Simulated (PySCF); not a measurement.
C6H7F.
Numbering: `[F:1][C:2]1=[CH:3][CH:4]=[CH:5][CH2:6][CH2:7]1` (hydrogens: H8 on C3; H9 on C4; H10 on C5; H11, H12 on C6; H13, H14 on C7)

Geometry (GFN2-xTB, Å), atoms numbered from 1 in this order:
```
atom  x, y, z in Å
F1     0.8609    2.5237   -0.5212
C2     0.5705    1.2198   -0.3097
C3     1.5272    0.3320   -0.0582
C4     1.1545   -1.0570    0.1321
C5    -0.1168   -1.4015    0.3250
C6    -1.2013   -0.3655    0.4012
C7    -0.8730    0.8573   -0.4575
H8     2.5637    0.6205    0.0004
H9     1.9439   -1.7925    0.1215
H10   -0.4012   -2.4282    0.4969
H11   -1.3078   -0.0652    1.4510
H12   -2.1563   -0.7898    0.0882
H13   -1.0679    0.6384   -1.5143
H14   -1.4971    1.7074   -0.1776
```

Structure optimised with GFN2-xTB, isolated species.

Take the most abundant isotopes and a rigid rotor. The values belong to one conformer with, in the numbering `[F:1][C:2]1=[CH:3][CH:4]=[CH:5][CH2:6][CH2:7]1`, C2–C3–C4–C5 -14°, C4–C5–C6–C7 31°, C5–C6–C7–C2 -42°, F1–C2–C7–C6 -153°.

(1) Give the principal moments of inertia and the rotational constants in MHz.

(2) What kind of rotor is it?

(3) Is it planar, by Δ = Ic − Ia − Ib?

## Answers

(1) Ia = 100.24, Ib = 207.50, Ic = 295.83 u·Å²; 505379 MHz·u·Å²/I gives A = 5042, B = 2436, C = 1708 MHz.

(2) An asymmetric top; Ray's κ = -0.564.

(3) Not planar: Δ = Ic − Ia − Ib = -11.91 u·Å². For a rigid frame Δ = −2 Σ m c², so Σ m c² = 5.96 u·Å² lies off the ab plane: 3.89 from hydrogen and 2.07 from heavier atoms. The atom farthest from that plane is 1.37 Å away.

GFN2-xTB frequencies: not computed here. Zero-point vibration and centrifugal distortion are left out.
